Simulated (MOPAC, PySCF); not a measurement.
C$_{7}$H$_{12}$BN, SMILES `[C@@H]1(C#N)[C@@H](CCCC1)B`, neutral singlet in the gas phase. 

Cartesian coordinates (Å):
```xyz
21

B      2.6119    -0.0396    -0.0022
C      1.0834     0.0542    -0.2936
C      0.3627     1.3262     0.1641
C     -1.0665     1.4058    -0.3619
C     -1.8705     0.1611    -0.0021
C     -1.1824    -1.1067    -0.4913
C      0.2591    -1.2113     0.0324
C      0.2675    -1.4447     1.4792
N      0.2731    -1.5994     2.6268
H      3.2828     0.9656     0.0452
H      3.1573    -1.1170     0.0782
H      1.1523     0.0928    -1.4115
H      0.9423     2.2091    -0.1472
H      0.3454     1.3441     1.2684
H     -1.0408     1.5159    -1.4617
H     -1.5651     2.3073     0.0284
H     -1.9942     0.1065     1.0940
H     -2.8854     0.2209    -0.4257
H     -1.1307    -1.1024    -1.5937
H     -1.7535    -2.0023    -0.2018
H      0.7514    -2.0860    -0.4238
```
Charge 0, spin multiplicity 1.

All levels are single points at this geometry (PBE0-D3(BJ)/def2-SVP); Pople sets use spherical d functions. Orbital energies aren't observables, and empty levels follow the basis.

PM3 in MOPAC gives gap (eV) = 11.90.

Q: Estimate the gap (eV) from each of these levels: PBE-D3(BJ)/def2-TZVP in PySCF; TPSSh-D3(BJ)/def2-TZVP in PySCF; B3LYP/3-21G in PySCF; B3LYP/6-31G* in PySCF; BP86/6-31G* in PySCF; M06-2X/6-31G* in PySCF; PBE/6-31G* in PySCF; AM1 in MOPAC.

A: 
| level | gap (eV) |
|---|---|
| PBE-D3(BJ)/def2-TZVP in PySCF | 4.60 |
| TPSSh-D3(BJ)/def2-TZVP in PySCF | 5.85 |
| B3LYP/3-21G in PySCF | 6.64 |
| B3LYP/6-31G* in PySCF | 6.70 |
| BP86/6-31G* in PySCF | 4.75 |
| M06-2X/6-31G* in PySCF | 9.29 |
| PBE/6-31G* in PySCF | 4.71 |
| AM1 in MOPAC | 12.43 |
